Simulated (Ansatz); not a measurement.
`CB(F)CO`, 11 atoms. Total charge 0; spin multiplicity 1. All runs use 4 threads of an Arm Neoverse V2 on a shared host. Correlated methods freeze the cores.

Give the basis size and wall time and peak host memory of each of these runs in Ansatz. RKS PBE0-D4/def2-TZVPP energy; RKS PBE0-D4/def2-SVP energy; RKS PBE0-D4/def2-TZVP frequencies; RKS ωB97M-V/def2-QZVPP energy; RHF-CCSD(T)/def2-TZVPP energy; RKS BHLYP-D4/def2-TZVPP energy; RHF-CCSD(T)/def2-SVP energy; RKS PBE0-D4/def2-TZVP relaxation (6 steps); RHF-MP2/def2-QZVPP energy; direct RPA on PBE orbitals/def2-TZVPP energy; RKS HSE06 (plane-wave form)-D4/def2-TZVPP energy; RKS B3LYP-D4/def2-TZVPP energy and forces. (Best estimate.)

Ansatz gave: Other jobs shared the machine, so times are rough.

| level | job | functions | wall time | peak host memory (GiB) |
| --- | --- | --- | --- | --- |
| RKS PBE0-D4/def2-SVP | energy | 100 | 0.75 s | 0.5 |
| RKS PBE0-D4/def2-TZVPP | energy | 239 | 1.8 s | 0.47 |
| RKS BHLYP-D4/def2-TZVPP | energy | 239 | 1.9 s | 0.5 |
| RKS HSE06 (plane-wave form)-D4/def2-TZVPP | energy | 239 | 1.9 s | 0.5 |
| RKS B3LYP-D4/def2-TZVPP | energy and forces | 239 | 2.7 s | 0.56 |
| RHF-CCSD(T)/def2-SVP | energy | 100 | 3.7 s | 0.5 |
| direct RPA on PBE orbitals/def2-TZVPP | energy | 239 | 4.1 s | 0.54 |
| RKS ωB97M-V/def2-QZVPP | energy | 465 | 13 s | 1.6 |
| RKS PBE0-D4/def2-TZVP | relaxation (6 steps) | 191 | 14 s | 0.43 |
| RHF-MP2/def2-QZVPP | energy | 465 | 14 s | 2.7 |
| RKS PBE0-D4/def2-TZVP | frequencies | 191 | 92 s | 0.5 |
| RHF-CCSD(T)/def2-TZVPP | energy | 239 | 110 s | 4.9 |

B3LYP here is the variant with VWN-RPA as its local correlation; programs differ in this.
